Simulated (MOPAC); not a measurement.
MOPAC input (MNDO):

```
MNDO 1SCF CHARGE=1 GEO-OK AUX(PRECISION=9) THREADS=1
H7ClN3Si

N     1.82882200 1   -0.00119700 1   -0.28576400 1
Si    0.23462500 1    0.16125800 1    0.17722500 1
N    -0.01155900 1    1.29884100 1    1.38336700 1
N    -0.26444200 1   -1.44481100 1    1.08443700 1
Cl   -1.02591600 1    0.02389800 1   -1.40106000 1
H     2.61071200 1    0.24982200 1    0.30011800 1
H     2.10001600 1   -0.18958400 1   -1.23865500 1
H     0.53699000 1    2.14784300 1    1.38332500 1
H    -0.89933100 1    1.44799400 1    1.84094100 1
H    -1.25213000 1   -1.46858200 1    1.34564700 1
H    -0.09376600 1   -2.25981200 1    0.49221900 1
H     0.28358600 1   -1.56137900 1    1.93899400 1
```

Output:

```
 *******************************************************************************
 **                                                                           **
 **                              MOPAC v23.2.5                                **
 **                                                                           **
 *******************************************************************************
 ** MOPAC's Digital Object Identifier: https://doi.org/10.5281/zenodo.6511958 **
 **                                                                           **
 ** Please cite the open-source release paper for use of this MOPAC version:  **
 ** J. E. Moussa and J. J. P. Stewart (2026)                                  **
 ** MOPAC: An open-source semiempirical molecular orbital program             **
 ** J. Open Source Softw., 11(119), 8025, https://doi.org/10.21105/joss.08025 **
 *******************************************************************************

                              MNDO CALCULATION RESULTS

 *******************************************************************************
 *  MNDO       - The MNDO Hamiltonian to be used
 *  GEO-OK     - OVERRIDE INTERATOMIC DISTANCE AND OTHER SAFETY CHECKS
 *
 *
 *
 *                 CHARGE ON SYSTEM = +1
 *
 *
 *
 *  1SCF       - DO 1 SCF AND THEN STOP
 *  AUX        - OUTPUT AUXILIARY INFORMATION
 *******************************************************************************
MNDO 1SCF CHARGE=1 GEO-OK AUX(PRECISION=9) THREADS=1
 H7ClN3Si

   ATOM   CHEMICAL          X               Y               Z
  NUMBER   SYMBOL      (ANGSTROMS)     (ANGSTROMS)     (ANGSTROMS)

     1       N          1.82882200  *  -0.00119700  *  -0.28576400  *
     2      Si          0.23462500  *   0.16125800  *   0.17722500  *
     3       N         -0.01155900  *   1.29884100  *   1.38336700  *
     4       N         -0.26444200  *  -1.44481100  *   1.08443700  *
     5      Cl         -1.02591600  *   0.02389800  *  -1.40106000  *
     6       H          2.61071200  *   0.24982200  *   0.30011800  *
     7       H          2.10001600  *  -0.18958400  *  -1.23865500  *
     8       H          0.53699000  *   2.14784300  *   1.38332500  *
     9       H         -0.89933100  *   1.44799400  *   1.84094100  *
    10       H         -1.25213000  *  -1.46858200  *   1.34564700  *
    11       H         -0.09376600  *  -2.25981200  *   0.49221900  *
    12       H          0.28358600  *  -1.56137900  *   1.93899400  *

          CARTESIAN COORDINATES

    NO.       ATOM           X           Y           Z

     1         N          1.8288     -0.0012     -0.2858
     2        Si          0.2346      0.1613      0.1772
     3         N         -0.0116      1.2988      1.3834
     4         N         -0.2644     -1.4448      1.0844
     5        Cl         -1.0259      0.0239     -1.4011
     6         H          2.6107      0.2498      0.3001
     7         H          2.1000     -0.1896     -1.2387
     8         H          0.5370      2.1478      1.3833
     9         H         -0.8993      1.4480      1.8409
    10         H         -1.2521     -1.4686      1.3456
    11         H         -0.0938     -2.2598      0.4922
    12         H          0.2836     -1.5614      1.9390

  H: (MNDO): M.J.S. DEWAR, W. THIEL, J. AM. CHEM. SOC., 99, 4899, (1977)
  N: (MNDO): M.J.S. DEWAR, W. THIEL, J. AM. CHEM. SOC., 99, 4899, (1977)
 Si: (MNDO): M.J.S.DEWAR, ET. AL. ORGANOMETALLICS  5, 375 (1986)
 Cl: (MNDO): M.J.S.DEWAR, H.S.RZEPA, J. COMP. CHEM., 4, 158, (1983)

           Empirical Formula: H7 N3 Si Cl  =    12 atoms

      MOLECULAR POINT GROUP   :   C1

      RHF CALCULATION, NO. OF DOUBLY OCCUPIED LEVELS = 16

 -------------------------------------------------------------------------------
 MNDO 1SCF CHARGE=1 GEO-OK AUX(PRECISION=9) THREADS=1
 H7ClN3Si

     1SCF WAS SPECIFIED, SO BFGS WAS NOT USED
     SCF FIELD WAS ACHIEVED

                              MNDO CALCULATION
                                                       MOPAC v23.2.5 Linux

          FINAL HEAT OF FORMATION =         61.90216 KCAL/MOL =     258.99862 KJ/MOL

          COSMO AREA              =        131.75 SQUARE ANGSTROMS
          COSMO VOLUME            =        122.52 CUBIC ANGSTROMS

          IONIZATION POTENTIAL    =         15.345673 EV
          HOMO LUMO ENERGIES (EV) =        -15.346 -5.160
          NO. OF FILLED LEVELS    =         16
          MOLECULAR WEIGHT        =        112.6139         POINT GROUP:  C1

          MOLECULAR DIMENSIONS (Angstroms)

            Atom       Atom       Distance
            H     9    H     7     4.60018
            H     8    H    11     4.18827
            H    12   Cl     5     3.67399

          SCF CALCULATIONS        =          1

   ATOM   CHEMICAL          X               Y               Z
  NUMBER   SYMBOL      (ANGSTROMS)     (ANGSTROMS)     (ANGSTROMS)

     1       N          1.82882200  *  -0.00119700  *  -0.28576400  *
     2      Si          0.23462500  *   0.16125800  *   0.17722500  *
     3       N         -0.01155900  *   1.29884100  *   1.38336700  *
     4       N         -0.26444200  *  -1.44481100  *   1.08443700  *
     5      Cl         -1.02591600  *   0.02389800  *  -1.40106000  *
     6       H          2.61071200  *   0.24982200  *   0.30011800  *
     7       H          2.10001600  *  -0.18958400  *  -1.23865500  *
     8       H          0.53699000  *   2.14784300  *   1.38332500  *
     9       H         -0.89933100  *   1.44799400  *   1.84094100  *
    10       H         -1.25213000  *  -1.46858200  *   1.34564700  *
    11       H         -0.09376600  *  -2.25981200  *   0.49221900  *
    12       H          0.28358600  *  -1.56137900  *   1.93899400  *

                             CARTESIAN COORDINATES

   1    N        1.828822000    -0.001197000    -0.285764000
   2   Si        0.234625000     0.161258000     0.177225000
   3    N       -0.011559000     1.298841000     1.383367000
   4    N       -0.264442000    -1.444811000     1.084437000
   5   Cl       -1.025916000     0.023898000    -1.401060000
   6    H        2.610712000     0.249822000     0.300118000
   7    H        2.100016000    -0.189584000    -1.238655000
   8    H        0.536990000     2.147843000     1.383325000
   9    H       -0.899331000     1.447994000     1.840941000
  10    H       -1.252130000    -1.468582000     1.345647000
  11    H       -0.093766000    -2.259812000     0.492219000
  12    H        0.283586000    -1.561379000     1.938994000

           Empirical Formula: H7 N3 Si Cl  =    12 atoms

      MOLECULAR POINT GROUP   :   C1

                  EIGENVALUES
 -42.14759 -38.29604 -36.43646 -29.72316 -24.30768 -24.24690 -23.40781 -22.24783
 -22.04340 -20.57999 -20.55794 -19.54669 -17.53390 -17.44538 -15.79829 -15.34567
  -5.16043  -4.02249  -2.88092  -2.44628  -2.31449  -1.38542  -1.35766   0.83876
   1.04627   1.53148   1.75936

              NET ATOMIC CHARGES AND DIPOLE CONTRIBUTIONS

  ATOM NO.   TYPE          CHARGE      No. of ELECS.   s-Pop       p-Pop
    1          N          -0.709539        5.7095     1.50698     4.20256
    2         Si           1.645130        2.3549     0.88866     1.46621
    3          N          -0.692071        5.6921     1.52741     4.16466
    4          N          -0.256150        5.2561     1.52202     3.73413
    5         Cl          -0.362292        7.3623     1.98443     5.37786
    6          H           0.195873        0.8041     0.80413
    7          H           0.201627        0.7984     0.79837
    8          H           0.192294        0.8077     0.80771
    9          H           0.186072        0.8139     0.81393
   10          H           0.200296        0.7997     0.79970
   11          H           0.199831        0.8002     0.80017
   12          H           0.198929        0.8011     0.80107
 DIPOLE           X         Y         Z       TOTAL
 POINT-CHG.     1.130    -3.119     4.847     5.874
 HYBRID         0.191     0.012     0.409     0.451
 SUM            1.321    -3.107     5.256     6.247

          ATOMIC ORBITAL ELECTRON POPULATIONS

     Atom    s        px        py        pz
    1  N   1.50698   1.18401   1.83890   1.17965
    2 Si   0.88866   0.51530   0.46935   0.48156
    3  N   1.52741   1.27557   1.31962   1.56948
    4  N   1.52202   1.16561   1.35485   1.21367
    5 Cl   1.98443   1.76664   1.97726   1.63396
    6  H   0.80413
    7  H   0.79837
    8  H   0.80771
    9  H   0.81393
   10  H   0.79970
   11  H   0.80017
   12  H   0.80107

 **********************
 *                    *
 * JOB ENDED NORMALLY *
 *                    *
 **********************

 == MOPAC DONE ==
```

The dipole moment of an ion depends on the origin.

The geometry given is a B3LYP-D3(BJ)/def2-TZVP minimum.
